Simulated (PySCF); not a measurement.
Isotope clusters of molecular radical cations, worked from isotope masses and abundances (centroid m/z, relative intensity):

1. 127.0448 (100.0), 128.0462 (11.0), 129.0428 (4.0)
2. 150.0384 (100.0), 151.0419 (5.6)
3. 139.0640 (24.4), 140.0605 (100.0), 141.0638 (7.6)

Lines and terms under 0.3 % are left out. Candidates, as SMILES:
A. `C[Si@H]1C=C(C(N)=O)C1`
B. `C1C=C(C(F)F)BC=CC=1`
C. `C[As](C)(C)(C)C`

Match clusters and compounds, and give each formula.

1 = A, C5H9NOSi, monoisotopic mass of the neutral 127.0453 u; relative to that species, one 13C gives 5.4 % at +1, one 29Si gives 5.1 % at +1, one 15N gives 0.4 % at +1 and one 30Si gives 3.3 % at +2.
2 = C, C5H15As, monoisotopic mass of the neutral 150.0390 u; relative to that species, one 13C gives 5.4 % at +1.
3 = B, C7H7BF2, monoisotopic mass of the neutral 140.0609 u; relative to that species, one 10B gives 24.8 % at -1 and one 13C gives 7.6 % at +1.

Weight all lines of cluster 3 by their intensities. What mean results?

139.938 u over all lines, faint ones too (the ion lacks one electron, 0.0005 u); standard atomic weights give 139.939 g/mol for C7H7BF2.

Give the exact less the nominal mass of each, in mDa.

C5H9NOSi +45.3, C7H7BF2 +60.9, C5H15As +39.0 (neutral, monoisotopic).

Abundances used (%; other tables differ somewhat): 12C 98.93, 13C 1.07; 28Si 92.2297, 29Si 4.6832, 30Si 3.0872; 14N 99.632, 15N 0.368; 16O 99.757, 17O 0.038, 18O 0.205; 1H 99.9885, 2H 0.0115; 10B 19.9, 11B 80.1.

Isomers would give the same cluster, so the cluster fixes the formula at best.

Masses and patterns are calculated from tabulated isotope masses and abundances.
